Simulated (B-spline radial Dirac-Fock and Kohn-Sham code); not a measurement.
## Auger parameter of molybdenum: the L3 level and its strongest L3-MM line

Method: ΔSCF Dirac-Fock with Breit, self-energy and vacuum polarisation, finite nucleus, configuration average. Computed with a B-spline atomic structure program. The modified Auger parameter α′ is the binding energy plus the kinetic energy of the Auger electron; it does not depend on the energy zero. For free ions it tends to fall with charge, since less charge screens the final holes.

| species | configuration | binding 2p3/2 (eV) | Auger line | kinetic (eV) | α′ (eV) |
| --- | --- | --- | --- | --- | --- |
| Mo³⁺ | [Kr] 4d3 | 2566.2 | M4M5 J=4 | 1977.7 | 4543.9 |
| Mo³⁺ (Watson 2 Å) | [Kr] 4d3 | 2544.6 | M4M5 J=4 | 1999.3 | 4543.9 |
| Mo⁴⁺ | [Kr] 4d2 | 2583.7 | M4M5 J=4 | 1959.2 | 4542.9 |
| Mo⁴⁺ | [Kr] 4d1 5s1 | 2590.3 | M4M5 J=4 | 1952.7 | 4543.0 |
| Mo⁴⁺ | [Kr] 4d1 5p1 | 2591.3 | M4M5 J=4 | 1951.7 | 4543.0 |
| Mo⁴⁺ (Watson 2.4 Å) | [Kr] 4d2 | 2559.7 | M4M5 J=4 | 1983.2 | 4542.9 |
| Mo⁴⁺ (Watson 2.7 Å) | [Kr] 4d2 | 2562.4 | M4M5 J=4 | 1980.5 | 4542.9 |
| Mo⁵⁺ | [Kr] 4d1 | 2602.8 | M4M5 J=4 | 1939.6 | 4542.4 |
| Mo⁶⁺ | [Ar] 3d10 4s2 4p6 | 2623.4 | M4M5 J=4 | 1918.8 | 4542.3 |
| Mo⁶⁺ (Watson 3 Å) | [Ar] 3d10 4s2 4p6 | 2594.6 | M4M5 J=4 | 1947.6 | 4542.3 |
